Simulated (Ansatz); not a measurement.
Consider the substitution at a C–O bond: `C=C(O)[SiH3]` + HBr → `C=C([SiH3])Br` + H₂O.

Gas-phase electronic energies from Ansatz, PBE0-D4/def2-TZVP geometries. CCSD(T)/CBS is the MP2 limit (def2-TZVPP, def2-QZVPP) plus CCSD(T) − MP2 in def2-TZVPP, frozen cores. This one scheme is used for every species. DFT in def2-TZVPP. B3LYP here is the variant with VWN-RPA as its local correlation; programs differ in this. For Br outer-core shells are correlated without core-valence functions, which leaves a few kJ/mol of doubt a bond. Scalar relativity is left out up to krypton. Each species was taken in one conformer, which may not be the lowest.

| level | ΔE (kcal/mol) | difference from CCSD(T)/CBS |
| --- | --- | --- |
| PBE-D4 | -4.2 | 3.3 |
| PBE0-D4 | -4.6 | 2.9 |
| B3LYP-D4 | -4.7 | 2.8 |
| ωB97X-V | -4.0 | 3.5 |
| ωB97M-V | -4.5 | 3.0 |
| B2PLYP | -5.3 | 2.2 |
| PBE | -3.5 | 4.0 |
| r2SCAN | -3.9 | 3.6 |
| PBE0 | -3.9 | 3.6 |
| B3LYP | -3.5 | 4.0 |
| HF/def2-TZVPP | -3.6 | 3.9 |
| MP2/def2-TZVPP | -8.9 | -1.4 |
| CCSD/def2-TZVPP | -6.1 | 1.4 |
| SCS-MP2/def2-QZVPP | -8.4 | -0.9 |
| MP2/CBS(def2) | -9.9 | -2.4 |
| CCSD/CBS(def2) | -7.1 | 0.4 |
| CCSD(T)/CBS | -7.5 | 0 |

Largest T1 diagnostic among the species: 0.013.

In def2-TZVPP, CCSD(T) changes the Hartree–Fock value by −3.0 kcal/mol (the triples alone add −0.4 kcal/mol) and MP2 by −5.3 kcal/mol. The D4 term adds −1.3 kcal/mol with B3LYP and −0.7 kcal/mol with PBE0; it sums over pairs of atoms, weighted by their polarisabilities, and B3LYP, whose exchange is more repulsive, gets the larger term.
